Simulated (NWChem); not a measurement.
Atomisation of disilazane (H$_{7}$NSi$_{2}$)

```
N
H 1 1.0261
Si 1 1.7547 2 115.15
Si 1 1.7547 2 115.15 3 -171.95
H 3 1.5022 1 107.33 2 168.99
H 4 1.5022 1 107.33 2 -168.99
H 3 1.5067 5 110.05 1 119.85
H 4 1.5067 6 110.05 1 -119.85
H 3 1.5102 5 108.38 7 116.74
H 4 1.5102 6 108.38 8 -116.74
```
Charge 0, spin multiplicity 1.

All runs are NWChem calculations. All single points use one geometry, from PBE/def2-SVP, a minimum by its harmonic frequencies.

Basis set: def2-TZVP. The atomisation energy is electronic alone: no zero-point, thermal, spin-orbit or counterpoise terms. No value is extrapolated to the basis-set limit. Free atoms are single determinants with multiplicities Si 3, N 4, H 2. Correlated methods freeze the same cores in atoms and molecule, 11 orbitals in all.

No SCF solution was tested for a lower state. Open-shell Hartree-Fock references start from PBE0 orbitals.

**Question.** Order these methods by the atomisation energy they give, lowest first: MP2, LC-wPBE (omega 0.3 per bohr), CAM-B3LYP, M06-2X, HF.

**Answer.** HF (548.7 kcal/mol), MP2 (702.7 kcal/mol), LC-wPBE (omega 0.3 per bohr) (727.5 kcal/mol), M06-2X (736.3 kcal/mol), CAM-B3LYP (740.1 kcal/mol)
